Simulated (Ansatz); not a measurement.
Geometry optimisation of F2GeH4OSi (`F[SiH](F)[O][GeH3]`).

```yaml
crystal:
  periodic: [false, false, false]
  atoms:
    - {symbol: F, position_ang: [1.875400, -0.939205, -1.438390]}
    - {symbol: Si, position_ang: [1.550795, 0.018904, -0.165175]}
    - {symbol: F, position_ang: [1.560465, -0.961237, 1.138397]}
    - {symbol: O, position_ang: [0.074386, 0.714919, -0.313844]}
    - {symbol: Ge, position_ang: [-1.585778, 0.119483, 0.125212]}
    - {symbol: H, position_ang: [2.612496, 1.046320, -0.045353]}
    - {symbol: H, position_ang: [-2.541444, 0.965132, -0.745125]}
    - {symbol: H, position_ang: [-1.673233, -1.390283, -0.210492]}
    - {symbol: H, position_ang: [-1.784588, 0.379767, 1.637770]}
basis:
  gaussian: {orbitals: def2-TZVP}
hamiltonian: {xc: pbe0, dispersion: d4}
relax: {f_tol: 0.005, max_steps: 150}
```

```sh
$ ansatz run in.yaml --threads 4 --pin off --events-out ev --progress --plain --max-ram 10444MiB
```

Shortened log:

```
Functional definition: PBE0
mean field -71933.00341148 eV, -2643.4891174310 hartree, gradient 2.6e-5 eV, S^2 0.000000; 0 other end points of the search recorded, 0 dependent functions left out
relax step   1: F+E_penalty+E_count = -71933.16698042 eV  Δ(F+E_penalty+E_count) = +0.000e0 eV  max|allowed force component| = 1.121e0 eV/Å  Δτ_max = 0.0000 Å  (27 SCF iters, accepted)
mean field -71933.07688384 eV, -2643.4918174904 hartree, gradient 1.1e-5 eV, S^2 0.000000; 0 other end points of the search recorded, 0 dependent functions left out
relax step   2: F+E_penalty+E_count = -71933.24078561 eV  Δ(F+E_penalty+E_count) = -7.381e-2 eV  max|allowed force component| = 6.733e-1 eV/Å  Δτ_max = 0.0295 Å  (31 SCF iters, accepted)
mean field -71933.10789514 eV, -2643.4929571347 hartree, gradient 1.2e-5 eV, S^2 0.000000; 0 other end points of the search recorded, 0 dependent functions left out
relax step   3: F+E_penalty+E_count = -71933.27201082 eV  Δ(F+E_penalty+E_count) = -3.123e-2 eV  max|allowed force component| = 1.413e-1 eV/Å  Δτ_max = 0.0292 Å  (30 SCF iters, accepted)
mean field -71933.10955744 eV, -2643.4930182230 hartree, gradient 1.0e-5 eV, S^2 0.000000; 0 other end points of the search recorded, 0 dependent functions left out
relax step   4: F+E_penalty+E_count = -71933.27364825 eV  Δ(F+E_penalty+E_count) = -1.637e-3 eV  max|allowed force component| = 5.510e-2 eV/Å  Δτ_max = 0.0139 Å  (30 SCF iters, accepted)
mean field -71933.11437333 eV, -2643.4931952036 hartree, gradient 1.5e-5 eV, S^2 0.000000; 0 other end points of the search recorded, 0 dependent functions left out
relax step   5: F+E_penalty+E_count = -71933.27811609 eV  Δ(F+E_penalty+E_count) = -4.468e-3 eV  max|allowed force component| = 8.497e-2 eV/Å  Δτ_max = 0.0918 Å  (29 SCF iters, accepted)
mean field -71933.10987793 eV, -2643.4930300008 hartree, gradient 1.4e-5 eV, S^2 0.000000; 0 other end points of the search recorded, 0 dependent functions left out
relax step   6: F+E_penalty+E_count = -71933.27321267 eV  Δ(F+E_penalty+E_count) = +4.903e-3 eV  max|allowed force component| = 5.044e-1 eV/Å  Δτ_max = 0.0764 Å  (29 SCF iters, rejected (line search))
mean field -71933.11573890 eV, -2643.4932453875 hartree, gradient 1.0e-5 eV, S^2 0.000000; 0 other end points of the search recorded, 0 dependent functions left out
relax step   7: F+E_penalty+E_count = -71933.27936174 eV  Δ(F+E_penalty+E_count) = -1.246e-3 eV  max|allowed force component| = 9.686e-3 eV/Å  Δτ_max = 0.0382 Å  (30 SCF iters, accepted)
mean field -71933.11656877 eV, -2643.4932758846 hartree, gradient 1.4e-5 eV, S^2 0.000000; 0 other end points of the search recorded, 0 dependent functions left out
relax step   8: F+E_penalty+E_count = -71933.27987847 eV  Δ(F+E_penalty+E_count) = -5.167e-4 eV  max|allowed force component| = 6.553e-2 eV/Å  Δτ_max = 0.0841 Å  (29 SCF iters, accepted)
mean field -71933.11627281 eV, -2643.4932650085 hartree, gradient 9.9e-6 eV, S^2 0.000000; 0 other end points of the search recorded, 0 dependent functions left out
relax step   9: F+E_penalty+E_count = -71933.27977488 eV  Δ(F+E_penalty+E_count) = +1.036e-4 eV  max|allowed force component| = 1.869e-1 eV/Å  Δτ_max = 0.0267 Å  (30 SCF iters, rejected (line search))
mean field -71933.11699843 eV, -2643.4932916746 hartree, gradient 9.6e-6 eV, S^2 0.000000; 0 other end points of the search recorded, 0 dependent functions left out
relax step  10: F+E_penalty+E_count = -71933.28041995 eV  Δ(F+E_penalty+E_count) = -5.415e-4 eV  max|allowed force component| = 2.932e-2 eV/Å  Δτ_max = 0.0129 Å  (31 SCF iters, accepted)
mean field -71933.11720086 eV, -2643.4932991137 hartree, gradient 1.0e-5 eV, S^2 0.000000; 0 other end points of the search recorded, 0 dependent functions left out
relax step  11: F+E_penalty+E_count = -71933.28071639 eV  Δ(F+E_penalty+E_count) = -2.964e-4 eV  max|allowed force component| = 5.044e-3 eV/Å  Δτ_max = 0.0267 Å  (29 SCF iters, accepted)
mean field -71933.11724028 eV, -2643.4933005621 hartree, gradient 1.2e-5 eV, S^2 0.000000; 0 other end points of the search recorded, 0 dependent functions left out
relax step  12: F+E_penalty+E_count = -71933.28079698 eV  Δ(F+E_penalty+E_count) = -8.059e-5 eV  max|allowed force component| = 5.132e-2 eV/Å  Δτ_max = 0.0567 Å  (29 SCF iters, accepted)
mean field -71933.11717941 eV, -2643.4932983253 hartree, gradient 1.0e-5 eV, S^2 0.000000; 0 other end points of the search recorded, 0 dependent functions left out
relax step  13: F+E_penalty+E_count = -71933.28081069 eV  Δ(F+E_penalty+E_count) = -1.371e-5 eV  max|allowed force component| = 1.923e-2 eV/Å  Δτ_max = 0.0162 Å  (30 SCF iters, accepted)
mean field -71933.11738454 eV, -2643.4933058638 hartree, gradient 1.0e-5 eV, S^2 0.000000; 0 other end points of the search recorded, 0 dependent functions left out
relax step  14: F+E_penalty+E_count = -71933.28093263 eV  Δ(F+E_penalty+E_count) = -1.219e-4 eV  max|allowed force component| = 2.785e-3 eV/Å  Δτ_max = 0.0128 Å  (31 SCF iters, accepted)
mean field -71933.11739619 eV, -2643.4933062916 hartree, gradient 1.1e-5 eV, S^2 0.000000; 0 other end points of the search recorded, 0 dependent functions left out
relax step  15: F+E_penalty+E_count = -71933.28094016 eV  Δ(F+E_penalty+E_count) = -7.531e-6 eV  max|allowed force component| = 4.796e-3 eV/Å  Δτ_max = 0.0078 Å  (31 SCF iters, accepted)
mean field -71933.11739619 eV, -2643.4933062916 hartree, gradient 1.4e-5 eV, S^2 0.000000; 1 other end points of the search recorded, 0 dependent functions left out
Total energy: -71933.28097256 eV, -2643.4993176126 hartree
Atom 0 at     1.684960    -0.937571    -1.395808 Å, force    -0.001604     0.004597     0.004751 eV/Å
Atom 1 at     1.557418     0.007196    -0.127794 Å, force    -0.000072    -0.004796    -0.002172 eV/Å
Atom 2 at     1.841689    -0.921264     1.127353 Å, force    -0.000519     0.001568    -0.001560 eV/Å
Atom 3 at     0.096722     0.648420    -0.040294 Å, force     0.000311    -0.003023    -0.000159 eV/Å
Atom 4 at    -1.602626     0.116623     0.124730 Å, force     0.000111     0.001036     0.000521 eV/Å
Atom 5 at     2.584412     1.050127    -0.199318 Å, force    -0.000397    -0.000268    -0.000172 eV/Å
Atom 6 at    -2.400700     1.011498    -0.827764 Å, force    -0.000498     0.000062     0.000040 eV/Å
Atom 7 at    -1.683353    -1.364266    -0.268333 Å, force     0.001928     0.000545    -0.000093 eV/Å
Atom 8 at    -1.990022     0.343036     1.590227 Å, force     0.000740     0.000279    -0.001157 eV/Å
Dipole moment:    -0.416210     0.176415     0.035866 e Å
```

It took 95 s on 4 threads of an Arm Neoverse N1 on a shared host, with 0.6 GiB of host memory at the peak.
